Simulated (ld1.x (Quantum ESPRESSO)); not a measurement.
**An all-electron radial function and its pseudo partner (C)**

Columns: radius, all-electron u(r) and pseudo u(r) of the 2p shell (level -5.24 eV) of carbon in the configuration [He] 2s2 2p2; BLYP, scalar-relativistic, TM scheme, ld1.x (Quantum ESPRESSO) 7.5.

| r (bohr) | all-electron | pseudo |
| --- | --- | --- |
| 0.140 | 0.0841 | 0.0251 |
| 0.280 | 0.2354 | 0.0969 |
| 0.420 | 0.3826 | 0.2054 |
| 0.560 | 0.5030 | 0.3355 |
| 0.700 | 0.5924 | 0.4695 |
| 0.840 | 0.6536 | 0.5904 |
| 0.980 | 0.6899 | 0.6846 |
| 1.120 | 0.7056 | 0.7449 |
| 1.260 | 0.7054 | 0.7704 |
| 1.400 | 0.6935 | 0.7660 |
| 1.540 | 0.6734 | 0.7396 |
| 1.680 | 0.6476 | 0.6999 |
| 1.820 | 0.6183 | 0.6544 |
| 1.960 | 0.5869 | 0.6087 |
| 2.100 | 0.5545 | 0.5657 |
| 2.240 | 0.5221 | 0.5267 |
| 2.380 | 0.4900 | 0.4914 |
| 2.520 | 0.4588 | 0.4591 |
| 2.660 | 0.4288 | 0.4288 |
| 2.800 | 0.4000 | 0.4000 |
| 2.940 | 0.3726 | 0.3726 |
| 3.080 | 0.3466 | 0.3466 |
| 3.220 | 0.3221 | 0.3221 |
| 3.360 | 0.2990 | 0.2990 |
| 3.500 | 0.2773 | 0.2773 |
| 3.640 | 0.2570 | 0.2570 |

Question: How many radial nodes do the two functions have?

Answer: The all-electron 2p function has n − l − 1 = 0; the pseudo-wave has 0.

Question: At about which radius was the pseudo-wave matched?

Answer: 2.80 bohr. The columns agree to 0.0005 from 2.52 bohr on; several derivatives are matched, so the curves merge somewhat inside the radius.

Question: Is the pseudo-wave norm-conserving?

Answer: Yes: the TM scheme keeps the norm inside the radius equal to the all-electron one, which fixes the energy derivative of the logarithmic derivative at the level.
